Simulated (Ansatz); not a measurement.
This geometry of H3SSn (5 atoms, charge 0, multiplicity 2) is a first-order saddle point.

Method: UKS revPBE/def2-SVP in Ansatz 0.2.0.

```xyz
5
Properties=species:S:1:pos:R:3
S 0.640 -0.960 1.362
Sn -0.307 0.595 -0.267
H 0.955 -1.930 0.454
H -1.980 0.471 -0.616
H 0.742 1.750 -0.975
```

Question: Which two structures does it join? (They come from a converged band through this point; their orientation in space is the band's.)

Answer: No bond is made or broken. The height of Sn2 over the plane of its neighbours goes from 0.75 to -0.76 Å. The two ends are copies of one structure, up to a mirror image or an exchange of like atoms.

First end point:

```xyz
5
Properties=species:S:1:pos:R:3
S 1.092 -0.858 0.987
Sn -0.023 0.399 -0.839
H 0.264 -1.934 0.870
H -1.760 0.268 -0.554
H 0.476 2.051 -0.506
```

Last end point:

```xyz
5
Properties=species:S:1:pos:R:3
S 1.212 -0.987 0.687
Sn -0.401 0.811 0.111
H 0.232 -1.899 0.950
H -1.594 0.087 -0.969
H 0.602 1.913 -0.820
```

Question: How far does it lie above each of them?

Answer: 14.4 kcal/mol above the first and 14.4 kcal/mol above the second. This is the barrier of this one path; another mechanism may lie lower.

The run took 2 min on 1 CPU thread of a shared host.
